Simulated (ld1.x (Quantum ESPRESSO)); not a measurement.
**Which change was made? (Cl, PAW)**

| Property | Result |
| --- | --- |
| Element | Cl |
| Generator | ld1.x (Quantum ESPRESSO) 7.5 |
| Type | PAW |
| Functional | LDA (PZ) |
| Relativity | scalar-relativistic |
| Frozen core | [He] |
| Valence charge | 15 |
| Reference configuration | 2s2 2p6 3s1 3p6 |
| Partial waves | 2s (bound): rcut 0.65, rcutus 0.80 bohr; 3s (bound): rcut 0.65, rcutus 0.80 bohr; 2p (bound): rcut 0.60, rcutus 0.65 bohr; 3p (bound): rcut 0.60, rcutus 0.65 bohr |
| Local potential | all-electron potential smoothed inside 0.70 bohr (lloc = -1) |
| Core correction | Bessel-smoothed model core inside 0.40 bohr |
| Augmentation charge | BESSEL, radius 0.65 bohr |

Cutoffs, loose and tight: the cutoffs (Ry, on a coarse ladder) from which the occupation-weighted sum of valence levels, in a spherical-Bessel basis at the reference potential, stays within 10 and 1 mRy of its value at 400 Ry. They do not see the model core or the augmentation charge, which bear on the density cutoff. Test errors are all-electron minus pseudo excitation energies from the reference, over the configurations 2s2 2p6 3s2 3p5; 2s2 2p6 3s2 3p4; 2s2 2p6 3s2 3p3; 2s2 2p6 3s2 3p5.3; 2s2 2p6 3s1 3p5; 2s2 2p6 3s2 3p4.5; 2s2 2p5 3s2 3p5 (two spin-polarised tests are not counted in the largest error); variants that change the core or the reference have their own tests. The largest error is taken over the tests solved by every variant that gives reliable tests at all, those not shown here included: 2s2 2p6 3s2 3p4; 2s2 2p6 3s2 3p4.5; 2s2 2p6 3s2 3p5; 2s2 2p6 3s2 3p5.3.

The base gives: outcome: generated, overlap not positive; bound ghosts: not determined (overlap not positive); largest test error (meV): +1.8.

On the changes marked as counting shells twice: ld1.x takes every shell without a wave as core, so the model core holds the marked electrons as well and exchange and correlation see them twice. This cancels in the reference configuration, but the file is broken for other ones, and its errors say nothing about a proper core correction.

Problem. After one change the result is: outcome: generated, overlap not positive; bound ghosts: not determined (overlap not positive); largest test error (meV): -1.5. Which change was it?
A. functional PBE
B. type TM; waves now 2s (bound): rc 0.80 bohr; 2p (bound): rc 0.65 bohr; local potential the p channel (3p, 3s counted twice)
C. reference 2s2 2p6 3s2 3p5

Solution. C. The others give: functional PBE → outcome: generated, overlap not positive; bound ghosts: not determined (overlap not positive); largest test error (meV): +4.5 | type TM; waves now 2s (bound): rc 0.80 bohr; 2p (bound): rc 0.65 bohr; local potential the p channel (3p, 3s counted twice) → outcome: generated, misses its reference levels by 0.67 eV; cutoff, loose: over 300 Ry; cutoff, tight: over 300 Ry; bound ghosts: none; largest test error (meV): +1312. A file whose overlap is not positive is unfit for use, and its test errors describe a broken file.
